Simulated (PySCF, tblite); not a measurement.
Isomers of C6H7F2O (doublet state), one GFN2-xTB conformer each. Single-point energies are computed at B3LYP/pcH-1 (PySCF, gas phase, no added dispersion term), electronic only. GFN2-xTB treats the open shell by occupation alone, and not every SCF solution was tested for stability.

```
                         SMILES  GFN2-xTB relative energy (kJ/mol)
F[C@@H]1C[C@H](F)[C]2O[C@@H]2C1                                0.0
            FC(F)OC12C[C](C1)C2                              136.3
            C=C(C)O/[C]=C(/F)CF                              108.8
```

Conformers: `[F:1][C@@H:2]1[CH2:3][C@H:4]([F:5])[C:6]2[O:7][C@@H:8]2[CH2:9]1` (doublet state) with F1–C2–C3–C4 172°, C2–C3–C4–F5 173°, C3–C4–C6–O7 50°, C4–C6–O7–C8 -114°; `[F:1][CH:2]([F:3])[O:4][C:5]12[CH2:6][C:7]([CH2:8]1)[CH2:9]2` (doublet state) with F1–C2–O4–C5 170°, C2–O4–C5–C6 75°; `[CH2:1]=[C:2]([CH3:3])[O:4]/[C:5]=[C:6](/[F:7])[CH2:8][F:9]` (doublet state) with C1–C2–O4–C5 0°, C2–O4–C5–C6 -80°, C5–C6–C8–F9 4°.

**Question.** What does B3LYP/pcH-1 give for the same structures?

**Answer.** 
| SMILES | B3LYP/pcH-1 E (Eh) | B3LYP/pcH-1 (kJ/mol) | GFN2-xTB (kJ/mol) | point group |
| --- | --- | --- | --- | --- |
| F[C@@H]1C[C@H](F)[C]2O[C@@H]2C1 | -507.67623 | 0.0 | 0.0 | C1 |
| C=C(C)O/[C]=C(/F)CF | -507.64359 | 85.7 | 108.8 | C1 |
| FC(F)OC12C[C](C1)C2 | -507.62575 | 132.5 | 136.3 | C1 |

Both levels put the same isomer lowest; measured from each level's own lowest isomer, the values differ by up to 23.1 kJ/mol (C=C(C)O/[C]=C(/F)CF: 108.8 against 85.7). As drawn, the lowest has a three-membered ring, which the highest lacks; the highest has a four-membered ring and two fluorines on one carbon, which the lowest lacks.

**Question.** What happens when harmonic zero-point energies from GFN2-xTB frequencies are added?

**Answer.** 
```csv
SMILES,ZPE (kJ/mol),electronic (kJ/mol),with ZPE (kJ/mol)
F[C@@H]1C[C@H](F)[C]2O[C@@H]2C1,314.6,0.0,0.0
C=C(C)O/[C]=C(/F)CF,298.0,85.7,69.1
FC(F)OC12C[C](C1)C2,310.7,132.5,128.6
```

The zero-point energies span 16.6 kJ/mol. The order is unchanged.
